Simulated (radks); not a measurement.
Charge is removed step by step from the 3d down level of Ru, starting from [Ar] 3d(up 5, down 5) 4s2 4p6 4d7 5s1. Method: scalar-relativistic Kohn-Sham, SCAN, spin-polarised, spherical densities, finite nucleus; open shells are filled with parallel spins first (spin-orbit coupling, left out, can overturn this in heavy ions); meta-GGA in the generalised Kohn-Sham scheme; Fermi nuclear charge, rms radius 4.4809 fm; computed with a radial shooting solver on a logarithmic mesh with Libxc functionals.

removed (e)  E - E(0) (eV)  eigenvalue (eV)  E minus straight line (eV)
0                    0.000          -275.51                       0.000
0.125               34.634          -279.19                      -1.692
0.25                69.768          -282.93                      -2.885
0.375               105.35          -286.74                      -3.632
0.5                 141.39          -290.61                      -3.917
0.625               177.93          -294.54                      -3.698
0.75                215.00          -298.52                      -2.963
0.875               252.56          -302.55                      -1.730
1                   290.61          -306.64                       0.000

Removing the whole electron costs 290.61 eV by Delta-SCF, against 275.51 eV from minus the eigenvalue at the starting occupation. Slater's transition state (half an electron removed) gives 290.61 eV. Integrating minus the eigenvalue over the occupation (Janak's theorem) gives 290.77 eV. In this scalar-relativistic scheme the density is built from large components alone, so the theorem holds only approximately. The mean slope of the eigenvalue, de/dn, is 31.1 eV per electron.
